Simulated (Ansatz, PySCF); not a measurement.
H8PSi3, doublet, geometry from GFN2-xTB. Base run: PBE0/def2-SVP (PySCF).

Geometry (Å):
```xyz
12

Si    -0.5355     1.9566    -0.1843
P     -0.1830    -0.0346     0.7059
Si     1.9512    -0.4417     0.2386
Si    -1.2804    -1.3795    -0.6805
H     -1.9712     2.2384    -0.0700
H      0.1973     2.9385     0.6225
H      2.2445    -1.7871     0.7260
H      2.7250     0.5666     0.9573
H      2.2217    -0.3538    -1.1980
H     -2.6828    -0.9794    -0.6060
H     -0.7956    -1.2560    -2.0569
H     -1.0876    -2.7438    -0.1962
```
Charge 0, spin multiplicity 2.
Orbitals are unrestricted.
All else is at PySCF's defaults.

The same geometry, method and basis name were run in Ansatz (an electronic-structure program) and PySCF, at each program's defaults and at the settings that a row names. The base is PySCF at its defaults. Differences at the defaults can come from grids, fitting, cores and function types together.

| code and settings | ΔE vs base (µEh) | basis functions | E (Eh) | SCF cycles | dipole (D) |
|---|---|---|---|---|---|
| PySCF, defaults (exact integrals, its default grid, spherical functions) | 0.0 | 112 | -1213.71744 | 11 | 0.91 |
| Ansatz, defaults (factorised integrals, its default grid, spherical functions) | 2.0 | 112 | -1213.71744 | - | - |
| PySCF, density fitting with def2-universal-jkfit | -123 | 112 | -1213.71756 | 11 | 0.91 |
| PySCF, fine grid | -0.3 | 112 | -1213.71744 | 11 | 0.91 |
| Ansatz, high accuracy | -0.5 | 112 | -1213.71744 | - | - |

Open shells are given as the SCF converged; they aren't shown to be the lowest states, and a large step between rows can be another state.
